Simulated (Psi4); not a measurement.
BaF2, triplet, at the geometry of the source list (a higher spin typed on purpose: for a closed-shell molecule this is an excited state) (core potentials on Ba), with bond 3-1 at 3.0 times its length; HF/def2-SVP (Psi4).

Input for Psi4:
```
memory 2 GB

molecule {
0 3
Ba   -0.00000000   -0.00000000   -0.00000000
F    -0.26440000    1.57390000   -1.38310000
F     0.79320000   -4.72170000    4.14930000
}

set {
  basis def2-svp
  reference uhf
  stability_analysis check
  scf_type pk
}

energy('scf')
print_variables()
```

It wrote (shortened):

```
   => Loading Basis Set <=

    Name: DEF2-SVP
    Role: ORBITAL
    Keyword: BASIS

    !!!  WARNING: ECP capability is in beta. Please check occupations closely.  !!!

         ---------------------------------------------------------
                                   SCF
               by Justin Turney, Rob Parrish, Andy Simmonett
                          and Daniel G. A. Smith
                              UHF Reference
         ---------------------------------------------------------

  ==> Geometry <==

    Molecular point group: c2v
    Full point group: C_inf_v

    Geometry (in Angstrom), charge = 0, multiplicity = 3:

       Center              X                  Y                   Z               Mass
    ------------   -----------------  -----------------  -----------------  -----------------
         BA          -0.000000000000     0.000000000000     0.456189494369   137.905247000000
         F            0.000000000000     0.000000000000     2.568068794897    18.998403162730
         F            0.000000000000    -0.000000000000    -5.879448407216    18.998403162730

  Running in c2v symmetry.

  Rotational constants: A = ************  B =      0.02079  C =      0.02079 [cm^-1]
  Rotational constants: A = ************  B =    623.36406  C =    623.36406 [MHz]
  Nuclear repulsion =   35.142682528258511

  Charge       = 0
  Multiplicity = 3
  Electrons    = 28
  Nalpha       = 15
  Nbeta        = 13

  ==> Algorithm <==

  SCF Algorithm Type is PK.
  DIIS enabled.
  MOM disabled.
  Fractional occupation disabled.
  Guess Type is SAD.
  Energy threshold   = 1.00e-06
  Density threshold  = 1.00e-06
  Integral threshold = 1.00e-12

  ==> Primary Basis <==

  Basis Set: DEF2-SVP
    Blend: DEF2-SVP
    Number of shells: 22
    Number of basis functions: 58
    Number of Cartesian functions: 65
    Spherical Harmonics?: true
    Max angular momentum: 3

  Core potential: DEF2-SVP
    Number of shells: 4
    Number of ECP primitives: 10
    Number of ECP core electrons: 46
    Max angular momentum: 3

  ==> Integral Setup <==

  Using in-core PK algorithm.
   Calculation information:
      Number of atoms:                   3
      Number of AO shells:              22
      Number of primitives:             45
      Number of atomic orbitals:        65
      Number of basis functions:        58

      Integral cutoff                 1.00e-12
      Number of threads:                 1

  Performing in-core PK
  Using 2929232 doubles for integral storage.
  We computed 19729 shell quartets total.
  Whereas there are 32131 unique shell quartets.

  ==> DiskJK: Disk-Based J/K Matrices <==

    J tasked:                  Yes
    K tasked:                  Yes
    wK tasked:                  No
    Schwarz Cutoff:          1E-12

  Minimum eigenvalue in the overlap matrix is 5.1671730181E-02.
  Reciprocal condition number of the overlap matrix is 1.7978685426E-02.
    Using symmetric orthogonalization.

  ==> Pre-Iterations <==

  SCF Guess: Superposition of Atomic Densities via on-the-fly atomic UHF (no occupation information).

   -------------------------
    Irrep   Nso     Nmo
   -------------------------
     A1        27      27
     A2         5       5
     B1        13      13
     B2        13      13
   -------------------------
    Total      58      58
   -------------------------

  ==> Iterations <==

                        Total Energy        Delta E     RMS |[F,P]|

   @UHF iter SAD:  -222.72935779940337   -2.22729e+02   0.00000e+00
   @UHF iter   1:  -223.68332162883297   -9.53964e-01   1.52122e-02 DIIS/ADIIS
   @UHF iter   2:  -223.73941387527304   -5.60922e-02   1.22339e-02 DIIS/ADIIS
   @UHF iter   3:  -223.79339084832532   -5.39770e-02   9.79805e-04 DIIS/ADIIS
   @UHF iter   4:  -223.79445899237027   -1.06814e-03   2.51339e-04 DIIS/ADIIS
   @UHF iter   5:  -223.79461069407688   -1.51702e-04   1.08348e-04 DIIS/ADIIS
   @UHF iter   6:  -223.79466360514709   -5.29111e-05   4.08695e-05 DIIS
   @UHF iter   7:  -223.79467656669934   -1.29616e-05   2.18391e-05 DIIS
   @UHF iter   8:  -223.79468220721409   -5.64051e-06   9.60265e-06 DIIS
   @UHF iter   9:  -223.79468331567375   -1.10846e-06   2.39609e-06 DIIS
   @UHF iter  10:  -223.79468335159720   -3.59234e-08   4.01422e-07 DIIS
  Energy and wave function converged.

    Wavefunction stable under totally symmetric rotations.
    Lowest totally symmetric eigenvalue: 0.055214
    Lowest UHF->UHF stability eigenvalues:
      A2 -0.000000       B1 0.000109        B2 0.044651        A1 0.055214

    Stability analysis over.

  ==> Post-Iterations <==

   @Spin Contamination Metric:   2.888525711E-03
   @S^2 Expected:                2.000000000E+00
   @S^2 Observed:                2.002888526E+00
   @S   Expected:                1.000000000E+00
   @S   Observed:                1.000000000E+00

    Orbital Energies [Eh]
    ---------------------

    Alpha Occupied:

       1A1   -26.394480     2A1   -26.166601     3A1    -1.633931
       4A1    -1.600150     5A1    -1.419048     1B2    -0.883353
       1B1    -0.883352     6A1    -0.879354     2B1    -0.835343
       2B2    -0.725532     7A1    -0.725481     3B2    -0.537512
       3B1    -0.537509     8A1    -0.513951     9A1    -0.161301

    Alpha Virtual:

       4B1     0.019548     4B2     0.019687    10A1     0.041752
       1A2     0.054584    11A1     0.054584    12A1     0.082685
       5B1     0.096983     5B2     0.097040    13A1     0.152781
       2A2     0.183075    14A1     0.183075     6B1     0.201281
       6B2     0.201341    15A1     0.271883     7B1     0.498303
       7B2     0.498303    16A1     0.501584     3A2     0.501584
       8B2     0.512657     8B1     0.512659    17A1     0.545705
       9B1     1.223066     9B2     1.223117    18A1     1.277461
      10B1     1.316091    19A1     1.378071    10B2     1.383953
      20A1     1.407739    21A1     1.638008    11B1     1.646032
      11B2     1.646033    22A1     2.215854    23A1     3.310141
      12B1     3.333023     4A2     3.333036    12B2     3.405939
      24A1     3.405977    25A1     3.555834     5A2     3.555834
      13B2     3.569514    13B1     3.569515    26A1     3.596456
      27A1    83.344078

    Beta Occupied:

       1A1   -26.344912     2A1   -26.166997     3A1    -1.596065
       4A1    -1.442408     5A1    -1.419325     1B2    -0.880254
       1B1    -0.880246     6A1    -0.876020     2B2    -0.674631
       7A1    -0.674437     3B2    -0.538784     2B1    -0.538783
       8A1    -0.514728

    Beta Virtual:

       9A1     0.006214     3B1     0.057456     4B2     0.057672
      10A1     0.071705     1A2     0.072180    11A1     0.072181
       4B1     0.081468    12A1     0.106298     5B2     0.107189
       5B1     0.107354    13A1     0.159897     2A2     0.188341
      14A1     0.188341     6B2     0.205596     6B1     0.205606
      15A1     0.276418     7B1     0.499602     7B2     0.499602
       3A2     0.502751    16A1     0.502751     8B2     0.514340
       8B1     0.514343    17A1     0.548522     9B2     1.238511
       9B1     1.238529    18A1     1.329310    19A1     1.395469
      10B2     1.408558    20A1     1.424223    10B1     1.539597
      21A1     1.638118    11B2     1.646733    11B1     1.646741
      22A1     2.220191    12B2     3.421810    23A1     3.421848
       4A2     3.464602    12B1     3.464616    24A1     3.480740
       5A2     3.555225    25A1     3.555225    13B2     3.568946
      13B1     3.568947    26A1     3.595985    27A1    83.344513

    Final Occupation by Irrep:
             A1    A2    B1    B2
    DOCC [     8,    0,    2,    3 ]
    SOCC [     1,    0,    1,    0 ]
    NA   [     9,    0,    3,    3 ]
    NB   [     8,    0,    2,    3 ]

  @UHF Final Energy:  -223.79468335159720

   => Energetics <=

    Nuclear Repulsion Energy =             35.1426825282585114
    One-Electron Energy =                -391.4302607573374644
    Two-Electron Energy =                 132.4928948774817741
    Total Energy =                       -223.7946833515972003

  UHF NO Occupations:
  HONO-2 :    8 A1 1.9990426
  HONO-1 :    3 B1 1.0000000
  HONO-0 :    9 A1 1.0000000
  LUNO+0 :   10 A1 0.0009574
  LUNO+1 :   11 A1 0.0001308
  LUNO+2 :    4 B2 0.0001262
  LUNO+3 :    4 B1 0.0000729

Computation Completed

Properties will be evaluated at   0.000000,   0.000000,   0.000000 [a0]

Properties computed using the SCF density matrix

 Multipole Moments:

 ------------------------------------------------------------------------------------
     Multipole            Electronic (a.u.)      Nuclear  (a.u.)        Total (a.u.)
 ------------------------------------------------------------------------------------

 L = 1.  Multiply by 2.5417464519 to convert [e a0] to [Debye]
 Dipole X            :          0.0000000            0.0000000            0.0000000
 Dipole Y            :          0.0000000           -0.0000000           -0.0000000
 Dipole Z            :         46.7981432          -47.6976730           -0.8995298
 Magnitude           :                                                    0.8995298

 ------------------------------------------------------------------------------------

  Variable Map:
  ----------------------------------------------------------------------------
  "CURRENT ENERGY"           =>    -223.794683351597
  "CURRENT REFERENCE ENERGY" =>    -223.794683351597
  "DD SOLVATION ENERGY"      =>       0.000000000000
  "HF KINETIC ENERGY"        =>     206.068193858743
  "HF POTENTIAL ENERGY"      =>    -429.862877210340
  "HF TOTAL ENERGY"          =>    -223.794683351597
  "HF VIRIAL RATIO"          =>       2.086022443158
  "NUCLEAR REPULSION ENERGY" =>      35.142682528259
  "ONE-ELECTRON ENERGY"      =>    -391.430260757337
  "PCM POLARIZATION ENERGY"  =>       0.000000000000
  "PE ENERGY"                =>       0.000000000000
  "SCF ITERATION ENERGY"     =>    -223.794683351597
  "SCF ITERATIONS"           =>      10.000000000000
  "SCF TOTAL ENERGY"         =>    -223.794683351597
  "TWO-ELECTRON ENERGY"      =>     132.492894877482
```
